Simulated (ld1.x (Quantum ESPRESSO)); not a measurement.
**Reading a pseudo-wave (Mg (Z = 12))**

Columns: radius, all-electron u(r) and pseudo u(r) of the 2p shell (level -48.76 eV) of magnesium in the configuration [He] 2s2 2p6 3s1 3p1; LDA (PZ), scalar-relativistic, TM scheme, ld1.x (Quantum ESPRESSO) 7.5.

| r (bohr) | all-electron | pseudo |
| --- | --- | --- |
| 0.050 | 0.0997 | 0.0427 |
| 0.100 | 0.3011 | 0.1643 |
| 0.150 | 0.5191 | 0.3458 |
| 0.200 | 0.7151 | 0.5594 |
| 0.250 | 0.8743 | 0.7735 |
| 0.300 | 0.9936 | 0.9594 |
| 0.350 | 1.0755 | 1.0976 |
| 0.400 | 1.1248 | 1.1809 |
| 0.450 | 1.1473 | 1.2134 |
| 0.500 | 1.1483 | 1.2065 |
| 0.550 | 1.1327 | 1.1743 |
| 0.600 | 1.1048 | 1.1289 |
| 0.650 | 1.0678 | 1.0787 |
| 0.700 | 1.0245 | 1.0280 |
| 0.750 | 0.9771 | 0.9777 |
| 0.800 | 0.9273 | 0.9273 |
| 0.850 | 0.8763 | 0.8763 |
| 0.900 | 0.8251 | 0.8251 |
| 0.950 | 0.7746 | 0.7746 |
| 1.000 | 0.7252 | 0.7252 |
| 1.050 | 0.6775 | 0.6775 |
| 1.100 | 0.6315 | 0.6315 |
| 1.150 | 0.5877 | 0.5877 |
| 1.200 | 0.5460 | 0.5460 |
| 1.250 | 0.5065 | 0.5065 |
| 1.300 | 0.4693 | 0.4693 |

(1) How many radial nodes do the two functions have?

(2) At about which radius was the pseudo-wave matched?

(3) Is the pseudo-wave norm-conserving?

Answers

(1) The all-electron 2p function has n − l − 1 = 0; the pseudo-wave has 0.

(2) 0.85 bohr, where the columns begin to agree (steps of 0.05 bohr).

(3) Yes: the TM scheme keeps the norm inside the radius equal to the all-electron one, which fixes the energy derivative of the logarithmic derivative at the level.
